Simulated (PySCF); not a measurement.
## PySCF run on LiTe

File input.py (PySCF 2.14):

```python
from pyscf import gto, scf

mol = gto.M(
    atom='Li 0 0 0; Te 0 0 2.423',
    basis='x2c-svpall',
    charge=0,
    spin=1,
    verbose=4,
)
mf = scf.UHF(mol)
mf = mf.sfx2c1e()
mf.kernel()
mf.stability(internal=True, external=True)
mf.dip_moment()
print('orbital energies (hartree):', [e[max(0, n-3):n+3].round(4) for e, n in zip(mf.mo_energy, mol.nelec)])
```

```bash
$ OMP_NUM_THREADS=1 python input.py
```

It prints (some set-up lines and the per-cycle HOMO/LUMO lines with their warnings removed):

```
PySCF version 2.14.0

[INPUT] verbose = 4
[INPUT] num. atoms = 2
[INPUT] num. electrons = 55
[INPUT] charge = 0
[INPUT] spin (= nelec alpha-beta = 2S) = 1
[INPUT] symmetry False subgroup None
[INPUT] Mole.unit = angstrom
[INPUT] Symbol           X                Y                Z      unit          X                Y                Z       unit  Magmom
[INPUT]  1 Li     0.000000000000   0.000000000000   0.000000000000 AA    0.000000000000   0.000000000000   0.000000000000 Bohr   0.0
[INPUT]  2 Te     0.000000000000   0.000000000000   2.423000000000 AA    0.000000000000   0.000000000000   4.578806399821 Bohr   0.0

nuclear repulsion = 34.0700144050846
number of shells = 5
number of NR pGTOs = 121
number of NR cGTOs = 45
basis = x2c-svpall
ecp = {}

******** <class 'pyscf.x2c.sfx2c1e.sfX2C1eUHF'> ********
method = sfX2C1eUHF
initial guess = minao
damping factor = 0
level_shift factor = 0
DIIS = <class 'pyscf.scf.diis.CDIIS'>
diis_start_cycle = 1
diis_space = 8
diis_damp = 0
SCF conv_tol = 1e-09
SCF conv_tol_grad = None
SCF max_cycles = 50
direct_scf = True
direct_scf_tol = 1e-13
number electrons alpha = 28  beta = 27

******** <class 'pyscf.x2c.sfx2c1e.SpinFreeX2CHelper'> ********
approx = 1e
xuncontract = 1
Set gradient conv threshold to 3.16228e-05
init E= -6797.49431599687

cycle= 1 E= -6797.75505902342  delta_E= -0.261  |g|= 0.111  |ddm|= 1.05
cycle= 2 E= -6797.76722213101  delta_E= -0.0122  |g|= 0.0374  |ddm|= 0.35
cycle= 3 E= -6797.76827929819  delta_E= -0.00106  |g|= 0.00965  |ddm|= 0.0749
cycle= 4 E= -6797.76848223082  delta_E= -0.000203  |g|= 0.0023  |ddm|= 0.03
cycle= 5 E= -6797.76850489155  delta_E= -2.27e-05  |g|= 0.000803  |ddm|= 0.0112
cycle= 6 E= -6797.76850801998  delta_E= -3.13e-06  |g|= 0.000226  |ddm|= 0.00521
cycle= 7 E= -6797.76850821051  delta_E= -1.91e-07  |g|= 9.13e-05  |ddm|= 0.00122
cycle= 8 E= -6797.76850824835  delta_E= -3.78e-08  |g|= 4.19e-05  |ddm|= 0.000515
cycle= 9 E= -6797.76850825905  delta_E= -1.07e-08  |g|= 1.03e-05  |ddm|= 0.000382
cycle= 10 E= -6797.76850825958  delta_E= -5.32e-10  |g|= 3.57e-06  |ddm|= 8.72e-05
Extra cycle  E= -6797.76850825961  delta_E= -3.37e-11  |g|= 2.13e-06  |ddm|= 1.43e-05
converged SCF energy = -6797.76850825961  <S^2> = 0.75737662  2S+1 = 2.0073631
uhf_internal: lowest eigs of H = [9.77131129e-08 6.18226477e-02 1.97647615e-01]
<class 'pyscf.x2c.sfx2c1e.sfX2C1eUHF'> wavefunction is stable in the internal stability analysis
uhf_real2complex: lowest eigs of H = [0.00793465 0.0404152  0.10702724]
<class 'pyscf.x2c.sfx2c1e.sfX2C1eUHF'> wavefunction is stable in the real -> complex stability analysis
uhf_external: lowest eigs of H = [-2.00010164e-03  1.38269906e-06  2.70177723e-02]
<class 'pyscf.x2c.sfx2c1e.sfX2C1eUHF'> wavefunction has an UHF/UKS -> GHF/GKS instability
Dipole moment(X, Y, Z, Debye): -0.00000,  0.00000, -7.16001
orbital energies (hartree): [array([-0.3198, -0.3003, -0.2696, -0.0013,  0.0957,  0.1052]), array([-6.506e-01, -2.826e-01, -2.507e-01, -5.000e-04,  3.300e-02,
        9.630e-02])]
```

In short: E(SCF) = -6797.768508 Eh, 10 cycles, ⟨S²⟩ = 0.757, μz(SCF) = -7.16 D, internal stable; real -> complex stable; UHF/UKS -> GHF/GKS unstable.

It ran on Intel Xeon Gold 6455B (1 thread, shared host) in 1.4 s.

The stability test finds a lower solution, so these numbers belong to a saddle point. The bond length is a typed value, not an optimised one. No search for the lowest solution was made.
